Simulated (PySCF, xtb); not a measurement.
Si(Cl)2(F)(GeH3) (Cl₂FGeH₃Si), SMILES F[Si](Cl)(Cl)[GeH3].

Harmonic wavenumbers (cm⁻¹) from GFN2-xTB (xtb) at its own minimum, in rising order: 25, 77, 98, 143, 178, 188, 340, 434, 439, 530, 549, 779, 806, 866, 869, 2018, 2095, 2100.

Question: What does B3LYP-D3(BJ)/def2-SVP run with PySCF 2.14.0 give at its own minimum? (The exact figures need the calculation; the answer reports its results.)

Answer: 91, 97, 110, 180, 198, 242, 358, 474, 479, 568, 609, 795, 874, 878, 907, 2138, 2150, 2151. Paired by order, the mean absolute difference is 43 cm⁻¹ and the zero-point energies are 17.9 and 19.0 kcal/mol.
